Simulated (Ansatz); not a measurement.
Ansatz (a quantum-chemistry and plane-wave program) input:
A basis named .json is the Basis Set Exchange file of that set.

Ansatz 0.2 input:
```yaml
crystal:
  periodic: [false, false, false]
  atoms:
    - {symbol: Ag, position_ang: [-0.00000000, -0.00000000, -1.51076629]}
    - {symbol: I, position_ang: [0.00000000, 0.00000000, 1.33973614]}
basis:
  gaussian:
    orbitals: def2-TZVPPD.json
total_charge: -1
magnetization: {spin_polarized: true, initial_magnetization: 1}
correlation: {method: ccsd_t, electrons: outside_noble_gas}
```

### Question
Which total energy does the run end on?

### Answer
-443.42685 Eh (CCSD(T)/def2-TZVPPD). The basis has 115 functions.

The spin state was set by rule; other spins were not relaxed.
